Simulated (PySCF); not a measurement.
Level of theory: PBE0/[Pt def2-SVP with ECP60, Se def2-SVP], scalar-relativistic core potentials, density fitting, no spin–orbit coupling, PySCF. Open shells, if any, are unrestricted.

What spin state, shape and geometry does isolated PtSe₂⁺ take (every ligand bound to Pt)?

Formally Pt is in oxidation state +5, d5, with 3 unpaired electrons (the high-spin count would be 5). The Mulliken spin on Pt is 0.43, so most of the spin sits on the ligands and the formal count fails. The polar-tensor charge on Pt, 0.38, is far below the formal one. The lowest minimum found is a quartet of C2v symmetry with Pt–Se 2.251 Å (×2); Se–Pt–Se 109.6°. Its harmonic wavenumbers are 86 (a1), 291 (b2), 297 (a1) cm⁻¹ and its dipole moment is 0.48 D about the centre of mass.

Other isomers or separated fragments may lie lower. With open d or f shells other occupations or spin states may lie lower. With an element this heavy the missing spin–orbit coupling can shift these numbers.
